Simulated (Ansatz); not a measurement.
[InF4]- (InF₄⁻). The state is a singlet with charge -1. Geometry relaxed at PBE0-D4/def2-SVPD.

Cartesian coordinates in Å:
```
In 0.000 0.000 0.000
F 0.034 1.973 -0.340
F -0.699 -0.346 1.844
F 1.855 -0.737 -0.160
F -1.189 -0.889 -1.343
```

In the def2 sets In takes a core potential; there is no spin–orbit coupling.

Problem. Estimate the harmonic wavenumbers at RKS PBE0-D4/def2-SVPD (Ansatz, unscaled). Is this a minimum?

Solution. 119, 119, 166, 166, 166, 531, 535, 535, 536 cm⁻¹. Yes, no mode is imaginary beyond noise. Zero-point energy 17.2 kJ/mol. Run time 41 s (4 threads of Arm Neoverse V2 on a shared host).
